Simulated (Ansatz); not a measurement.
`CCBCF` → `CBC(C)F`  (isomerisation)

Calculated with Ansatz (gas phase, PBE0-D4/def2-TZVP geometries, no zero-point term in ΔE). CCSD(T)/CBS adds triple-zeta CCSD(T) − MP2 to the extrapolated MP2 energy (def2 sets, frozen cores). Functionals use def2-TZVPP. B3LYP here is the variant with VWN-RPA as its local correlation; programs differ in this. Each species was taken in one conformer, which may not be the lowest.

```
             level  ΔE (kJ/mol)  difference from CCSD(T)/CBS
            PBE-D4        -17.8                          1.3
         r2SCAN-D4        -20.2                         -1.1
           PBE0-D4        -17.7                          1.4
          B3LYP-D4        -18.3                          0.8
           ωB97X-V        -18.7                          0.4
           ωB97M-V        -18.9                          0.2
            B2PLYP        -18.2                          0.9
               PBE        -17.1                          2.0
            r2SCAN        -20.0                         -0.9
              PBE0        -17.1                          2.0
             B3LYP        -17.2                          1.9
     HF/def2-TZVPP        -16.8                          2.3
    MP2/def2-TZVPP        -19.0                          0.1
SCS-MP2/def2-TZVPP        -18.0                          1.1
   CCSD/def2-TZVPP        -18.1                          1.0
CCSD(T)/def2-TZVPP        -18.7                          0.4
     HF/def2-QZVPP        -16.5                          2.6
    MP2/def2-QZVPP        -19.1                          0.0
SCS-MP2/def2-QZVPP        -18.1                          1.0
      HF/CBS(def2)        -16.5                          2.6
     MP2/CBS(def2)        -19.4                         -0.3
    CCSD/CBS(def2)        -18.5                          0.6
       CCSD(T)/CBS        -19.1                            0
```

Largest T1 diagnostic among the species: 0.011.

CCSD(T)/CBS has its own doubt, a few kJ/mol and more with outer-core shells, so smaller differences from it don't rank the levels.
